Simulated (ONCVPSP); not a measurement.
# LDA (Perdew-Wang 92) ONCV dataset for K (Z = 19), scalar-relativistic all-electron reference.

```json
{
 "Element": "potassium",
 "Generator": "ONCVPSP 4.0.1",
 "Type": "optimised norm-conserving Vanderbilt (ONCV)",
 "Functional": "LDA (Perdew-Wang 92)",
 "Relativity": "scalar-relativistic",
 "Frozen core": "[Ne]",
 "Valence charge": "9",
 "Reference configuration": "3s2 3p6 4s0.5 (charge +0.5)",
 "Partial waves": "3s+4s: rc 2.86 bohr, ncon 4, nbas 7, qcut 5.7 1/bohr, 2 projectors; 3p: rc 2.30 bohr, ncon 3, nbas 7, qcut 7.1 1/bohr, 3 projectors, debl 3.3 Ha; d scattering state at 0.13 Ha: rc 2.46 bohr, ncon 4, nbas 7, qcut 5.3 1/bohr, 2 projectors, debl 1.8 Ha",
 "Local potential": "polynomial inside 2.24 bohr (lpopt 5, dvloc0 0 Ha)",
 "Core correction": "none"
}
```

In the d channel the program set the typed energies aside and used 0.050, 1.850 Ha.

- Cutoffs needed: 12 Ha and 15 Ha (the cutoffs (Ha) at which the residual kinetic energy of the hardest occupied pseudo-wave falls to 1 and 0.1 mHa per electron)
- Ghost test: no bound ghost flagged; GHOST(+) flags only above 600 eV
- Largest excitation error: -10 meV (all-electron minus pseudo) for 3s2 3p6 4s0 4p1, out of 4 test configurations
